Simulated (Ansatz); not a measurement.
# Energy profile

The step: BSiH₃Cl₂ ([SiH3][B]([Cl])[Cl]) + HF → BCl₂F ([F][B]([Cl])[Cl]) + SiH₄; bonds formed: B1–F6, Si2–H5; bonds broken: B1–Si2, H5–F6 (atoms numbered as in the saddle structure below).

```
9
angstrom
B -0.6003 -0.8461 0.1279
Si 0.4247 1.0429 -0.2144
Cl -1.2029 -1.4570 -1.4196
Cl -1.7196 -0.6417 1.4829
H 0.8636 -0.7570 0.3635
F 0.6285 -1.8150 0.6179
H -0.8059 1.7435 -0.6490
H 0.9834 1.6893 1.0007
H 1.4285 1.0411 -1.3098
```

Electronic energies by CCSD(T) at an estimated basis limit (MP2 extrapolated from triple and quadruple zeta, plus CCSD(T) − MP2 in triple zeta), on PBE0-D4/def2-TZVP structures; BSiH₄Cl₂F, singlet; no counterpoise correction. Computed with Ansatz 0.2.0 (basis: def2-TZVPP and def2-QZVPP); correlated methods freeze the cores. Extrapolation: Hartree–Fock as exp(−7.88 √X), correlation as X^−2.97.

**Question.** Give the profile in kJ/mol, counted from the separated reactants. (To be estimated.)

**Answer.** Computed:
```csv
point,kJ/mol
"separated: BSiH₃Cl₂ (linked as [SiH3][B]([Cl])[Cl]; B1, Si2, Cl3, Cl4, H7, H8, H9; singlet) + HF (H5, F6; singlet)",0.0
start structure,-11.1
saddle,110.6
end structure,-148.6
"separated: BCl₂F (linked as [F][B]([Cl])[Cl]; B1, Cl3, Cl4, F6; singlet) + SiH₄ (Si2, H5, H7, H8, H9; singlet)",-142.0
```

The T1 diagnostic stays at or below 0.014. The end structure is not quite a true minimum (one mode of 29i cm⁻¹).

Steps of this kind, hydrogen fluoride cutting a network bond, underlie vapour etching and the fluorination step of atomic layer etching.

For scale, one of the runs: CCSD(T)/def2-TZVPP, 244 basis functions, launched by `ansatz run in.yaml --threads 4 --pin off --events-out ev --progress --plain --max-ram 9574MiB`. The run took 2 min on 4 CPU threads of an Arm Neoverse V2 (shared host), with 4.6 GiB of host memory at its peak.
